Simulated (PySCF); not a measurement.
Si(Cl)2(OMe)(SH) (CH₄Cl₂OSSi), SMILES CO[Si](S)(Cl)Cl.

The structure is a stationary point at B3LYP-D3(BJ)/def2-SVP. The structure was generated by enumeration, and PubChem lists no compound with its InChIKey, so it may never have been made. One conformer was computed; it need not be the lowest.

Two levels are set side by side: PBE/def2-TZVP (PySCF) and M06-2X/def2-TZVP (PySCF). Same geometry, gas phase. Differences are taken from unrounded values.

```
quantity                     M06-2X
---------------------------  ------
orbital gap (eV)               9.69
highest occupied level (eV)   -9.20
lowest empty level (eV)        0.48
dipole moment (D)              1.78
mean polarisability (bohr³)    79.3
```

Q: What does PBE give, and how far is it from M06-2X? (The exact figures need the calculation; the answer reports its results.)

A: 
| quantity | PBE | PBE minus M06-2X |
|---|---|---|
| orbital gap (eV) | 5.35 | -4.34 |
| highest occupied level (eV) | -6.70 | 2.50 |
| lowest empty level (eV) | -1.36 | -1.84 |
| dipole moment (D) | 1.63 | -0.15 |
| mean polarisability (bohr³) | 83.1 | 3.8 |

PBE's occupied levels lie high since its potential decays too fast outside the molecule; exact exchange lowers them and widens the gap. PBE's more diffuse valence density responds more strongly to a field. Differences between two approximate levels are no errors against the true value.

Rough cost on one machine, each run with all the roots and properties that it gave: M06-2X against PBE about 3 times.
